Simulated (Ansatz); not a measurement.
Ideal-gas functions of `[F][Cd][Cl]` at 600 K and 1 bar, from an Ansatz frequency run at PBE0-D4/def2-TZVP.

Molar mass 166.86 g/mol, point group C∞v (symmetry number 1), electronic degeneracy 1, moments of inertia 239.397 u Å². Harmonic wavenumbers (cm⁻¹, unscaled): 113, 113, 371, 599.

Use S(trans) = R[1.5 ln M + 2.5 ln T − 1.1517]; rotational temperatures θ = 24.2544 K / I; S(rot) = R[ln(T/σθ) + 1]; for each mode x = 1.438777 ν̃/T, S = R[x/(eˣ − 1) − ln(1 − e⁻ˣ)] and H = RT x/(eˣ − 1); 1 cm⁻¹ = 0.0119627 kJ/mol; R = 8.31446 J/(mol·K).

Task: By hand: the entropy, in J/(mol·K).

Result: Translation 187.2. Rotation: θ = 0.1013 K, giving 80.5. Vibration, mode by mode: 19.20, 19.20, 9.56, 5.98, in all 53.9. Electronic 0.0. Sum 321.6 J/(mol·K).

Task: By hand: H − E and G − E in kJ/mol, counted from the electronic energy.

Result: Zero-point energy ½ × 1196 × 0.0119627 = 7.2; thermal vibration 14.0; translation, rotation and pV give 3.5 RT = 17.5. H − E = 38.7 kJ/mol, and G − E = 38.7 − 600 × 321.6/1000 = -154.3 kJ/mol.

Vibration gives 17 % of the entropy, 38.4 J/(mol·K) of it from the modes under 150 cm⁻¹: soft modes count most, and the harmonic formula is weakest for them.
